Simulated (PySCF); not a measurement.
Bonds (- single, = double, # triple, : aromatic): C1-Si2, Si2-N3, Si2-N4, N4-C5, C5-C6, C6-C7, C7-C8, C6-Si2, C8-C6. C1 carries H9, H10, H11; N3 carries H12, H13; N4 carries H14; C5 carries H15, H16; C7 carries H17, H18; C8 carries H19, H20. Stereochemistry as in C[Si@]1(N)NCC12CC2. H16, H17, H19 are pro-R; H15, H18, H20 are pro-S.

All values are calculated (PySCF): geometry from GFN2-xTB, shielding tensors at PBE0/pcSseg-1 (GIAO). A single conformation, rapidly exchanging positions averaged, no solvent model, non-relativistic Hamiltonian.

**Question.** Predict the 2D correlation tables (HSQC, COSY, HMBC).

**Answer.** 

HSQC (one-bond C–H):
```
               δH         δC
       3.40 (H16)  54.5 (C5)
       3.30 (H15)  54.5 (C5)
       0.72 (H20)  10.8 (C8)
       0.56 (H17)  10.1 (C7)
       0.46 (H18)  10.1 (C7)
       0.42 (H19)  10.8 (C8)
0.06 (H9/H10/H11)  -2.3 (C1)
```

COSY cross peaks (H two or three bonds apart, from the bond graph; peaks can be absent where the dihedral angle is near 90°):
```
        δH          δH
3.40 (H16)  3.30 (H15)
0.72 (H20)  0.56 (H17)
0.72 (H20)  0.46 (H18)
0.72 (H20)  0.42 (H19)
0.56 (H17)  0.46 (H18)
0.56 (H17)  0.42 (H19)
0.46 (H18)  0.42 (H19)
```

HMBC (two and three bonds, from the bond graph):
```
               δH                               δC
       3.40 (H16)  18.2 (C6), 10.8 (C8), 10.1 (C7)
       3.30 (H15)  18.2 (C6), 10.8 (C8), 10.1 (C7)
       0.72 (H20)  54.5 (C5), 18.2 (C6), 10.1 (C7)
       0.56 (H17)  54.5 (C5), 18.2 (C6), 10.8 (C8)
       0.46 (H18)  54.5 (C5), 18.2 (C6), 10.8 (C8)
       0.42 (H19)  54.5 (C5), 18.2 (C6), 10.1 (C7)
0.06 (H9/H10/H11)                        18.2 (C6)
```

Referencing at the same level of theory: 1H (σ = 31.72 ppm), 13C (σ = 186.93 ppm) against TMS.

Short H···H contacts in this conformer between protons four or more bonds apart (candidates for NOE cross peaks, intensity ∝ r⁻⁶): H15···H19 2.66 Å, H16···H18 2.69 Å.

Exchangeable OH/NH protons stand at their gas-phase positions; hydrogen bonding in a real sample shifts them, mostly to higher δ. Shifts are as computed. Against solution values, carbons near 30 ppm lie about +3 ppm off and those near 130 ppm about +5 ppm. Of 1211 compounds with measured shifts, 218 miss one by over three times the rms of a fit or turn the order of signals round; such compounds aren't used in these exercises.
